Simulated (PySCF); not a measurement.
## One molecule, many inputs

Molecule: `InChI=1S/C2HF6O2P/c3-1(4,5)11(9,10)2(6,7)8/h(H,9,10)/p-1`; geometry GFN2-xTB.

Molfile (atoms numbered from 1):
```
C2F6O2P
     RDKit          3D

 11 10  0  0  0  0  0  0  0  0999 V2000
   -0.7600    0.6850   -1.8487 O   0  0  0  0  0  0  0  0  0  0  0  0
   -0.0566    0.7984   -0.5622 P   0  0  0  0  0  5  0  0  0  0  0  0
    0.5653    2.0345   -0.0645 O   0  0  0  0  0  0  0  0  0  0  0  0
   -1.1977    0.1109    0.8039 C   0  0  0  0  0  0  0  0  0  0  0  0
   -1.7341   -1.0958    0.5550 F   0  0  0  0  0  0  0  0  0  0  0  0
   -0.6458    0.0143    2.0254 F   0  0  0  0  0  0  0  0  0  0  0  0
   -2.2360    0.9575    0.9333 F   0  0  0  0  0  0  0  0  0  0  0  0
    1.2347   -0.6030   -0.4624 C   0  0  0  0  0  0  0  0  0  0  0  0
    0.7752   -1.8322   -0.7519 F   0  0  0  0  0  0  0  0  0  0  0  0
    1.8673   -0.7236    0.7171 F   0  0  0  0  0  0  0  0  0  0  0  0
    2.1931   -0.3431   -1.3710 F   0  0  0  0  0  0  0  0  0  0  0  0
  1  2  2  0
  2  3  1  0
  2  4  1  0
  4  5  1  0
  4  6  1  0
  4  7  1  0
  2  8  1  0
  8  9  1  0
  8 10  1  0
  8 11  1  0
M  CHG  1   3  -1
M  END
```

All runs: PySCF 2.14.0 with density-fitted response routines, non-relativistic, gas phase unless a solvent (IEF-PCM) is named; grid level 2, GIAOs and SCF threshold 1e-9 unless changed. The yardstick, PBE0/pcSseg-1, gives these isotropic shieldings σ (ppm, equivalent atoms averaged): O1/O3 197.2, P2 339.6, C4/C8 53.8, F5/F6/F7/F9/F10/F11 265.9.

Task: What do these inputs give? (1) B97-2/3-21G; (2) BLYP/pcseg-1; (3) PBE0/3-21G; (4) PBE0/pcSseg-1; damp 2.0; max_cycle 2

Result: 
```
run        outcome  functions  wall time  O1/O3     P2  C4/C8  F5/F6/F7/F9/F10/F11
  1      converged        103       14 s  244.9  447.4   85.6                309.3
  2      converged        158       46 s  206.6  322.1   50.0                262.9
  3      converged        103       12 s  245.4  446.1   85.8                309.1
  4  not converged        194      6.2 s      –      –      –                    –
```

Times are on 1 thread of an Arm Neoverse V1, shared host.

Task: Comment on the technical settings and failures.

Result: 
- Run 4: The SCF stopped after 2 cycles without meeting its threshold and the cycle limit at 2, so no response property followed.

Run 4 was set up unsoundly or failed; its numbers aren't to be quoted as properties of the molecule.
